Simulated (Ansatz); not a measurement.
Mulliken charges of CH₅ISn (`[CH3][SnH2][I]`) from r2SCAN/def2-TZVPP in Ansatz (PBE0-D4/def2-TZVP geometry).

| atom | x (Å) | y (Å) | z (Å) | charge (e) |
| --- | --- | --- | --- | --- |
| C1 | -0.896 | 0.731 | -0.278 | -0.467 |
| Sn2 | 0.554 | -0.775 | 0.132 | 0.692 |
| I3 | 2.762 | 0.492 | 1.013 | -0.327 |
| H4 | -0.505 | 1.412 | -1.033 | 0.110 |
| H5 | -1.815 | 0.271 | -0.644 | 0.104 |
| H6 | -1.106 | 1.287 | 0.635 | 0.110 |
| H7 | 0.077 | -1.833 | 1.381 | -0.111 |
| H8 | 1.022 | -1.641 | -1.262 | -0.111 |

Task: By hand: the dipole of these point charges (1 e Å = 4.8032 D).

Result: Σ q r = (-0.589, -0.328, -0.234) e Å, of length 0.714 e Å = 3.43 D.

Task: How does the dipole of the full density compare? (Best estimate.)

Result: Ansatz gave: (-0.505, -0.079, -0.186) e Å, 2.61 D; the point charges give 1.31 times that, at 19° from its direction.

Point charges leave out the atoms' own dipoles, such as those of lone pairs, and Mulliken's split depends on the basis, so the two needn't agree.
